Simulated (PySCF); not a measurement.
## XPS shifts beside NMR shieldings

Species: C3H6BF2NO.
Geometry (PBE0-D3(BJ)/def2-SVP, Å), atoms numbered from 1 in this order:
```xyz
14
C3H6BF2NO angstrom
B      2.926   -0.285    0.419
N      1.496    0.216    0.257
C      0.418    0.595    0.126
C     -0.940    1.126   -0.049
O     -1.931    0.342    0.541
C     -2.319   -0.760   -0.174
F     -1.330   -1.669   -0.207
F     -3.357   -1.281    0.458
H      3.608    0.718    0.586
H      2.910   -1.009    1.405
H      3.194   -0.885   -0.612
H     -0.979    2.116    0.431
H     -1.111    1.274   -1.132
H     -2.590   -0.509   -1.218
```

Binding energies: delta-SCF UKS SCAN, pcX-2 on the ionised atom, pcseg-1 elsewhere, spin-free X2C (PySCF). Shieldings: GIAO PBE0/pcSseg-1, non-relativistic, same geometry.

```json
{"atom": "C3", "C 1s (eV)": "293.09"}
{"atom": "C4", "C 1s (eV)": "295.11"}
{"atom": "C6", "C 1s (eV)": "298.25"}
```

**Question.** What are the absolute isotropic shieldings of these atoms?

**Answer.** 
```
atom                 environment  C 1s (eV)  isotropic shielding (ppm)
  C3        triply bonded carbon     293.09                       72.9
  C4  sp3 carbon bound to oxygen     295.11                      132.6
  C6                 CHF2 carbon     298.25                       61.7
```

**Question.** Among the listed atoms, is the one with the highest binding energy also the least shielded?

**Answer.** Yes: C6 has both (298.25 eV, 61.7 ppm).

By binding energy: C3 < C4 < C6. By shielding: C6 < C3 < C4.

Geometry: PBE0-D3(BJ)/def2-SVP, one conformer, isolated molecule.
